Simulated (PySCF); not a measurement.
Electron correlation in Mn²⁺ (manganese, charge +2)

[Ar] 3d5, high-spin 6S determinant. Computed with PySCF 2.14 in ANO-RCC-VTZP, with scalar relativity by spin-free X2C-1e. Frozen: [Ne]; 13 electrons correlated.

| level | correlation energy (mhartree) |
| --- | --- |
| CCSD | -402.86 |
| (T) | -6.37 |
| CCSD(T) | -409.23 |

Diagnostics: T1 = 0.0055, D1 = 0.0117, largest double amplitude 0.020.

Cost of the coupled-cluster step: of the order of 8 core-seconds, for 13 correlated electrons.
